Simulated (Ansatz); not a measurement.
CH$_{3}$Cl$_{2}$F$_{2}$MoN (`C[N]=[Mo]([F])([F])([Cl])[Cl]`). Total charge 0; spin multiplicity 1. Mo: def2 effective core potential. Geometry: relaxed with PBE0-D4/def2-TZVP.

```xyz
10

C    -0.394    0.484   -1.645
N    -0.063    0.017   -0.356
Mo    0.315   -0.456    1.201
F     1.868   -1.463    1.035
F    -0.518   -2.103    1.419
Cl    1.658    1.264    1.891
Cl   -1.426    0.437    2.388
H    -1.421    0.862   -1.641
H     0.290    1.290   -1.925
H    -0.310   -0.333   -2.367
```

**Question.** What is the dipole moment at r2SCAN/def2-TZVPP? (Best estimate.)

**Answer.** Ansatz gave: 4.46 D, with components (-1.04, 1.44, -4.09) D in this frame, pointing from negative to positive charge.

**Question.** And with PBE, B3LYP, ωB97M-V? (An estimate is asked.)

**Answer.** Ansatz gave: PBE 4.30 D, B3LYP 4.55 D, ωB97M-V 4.71 D.

**Question.** Give the Mulliken charges with r2SCAN, B3LYP, ωB97M-V in def2-TZVPP. (Estimate.)

**Answer.** Computed: 
```csv
atom,r2SCAN,B3LYP,ωB97M-V
C1,0.00,-0.12,-0.18
N2,-0.45,-0.44,-0.39
Mo3,1.42,1.42,1.28
F4,-0.36,-0.37,-0.36
F5,-0.36,-0.37,-0.36
Cl6,-0.26,-0.26,-0.22
Cl7,-0.26,-0.26,-0.22
H8,0.09,0.13,0.15
H9,0.09,0.13,0.15
H10,0.09,0.13,0.15
```

B3LYP here is the variant with VWN-RPA as its local correlation; programs differ in this.
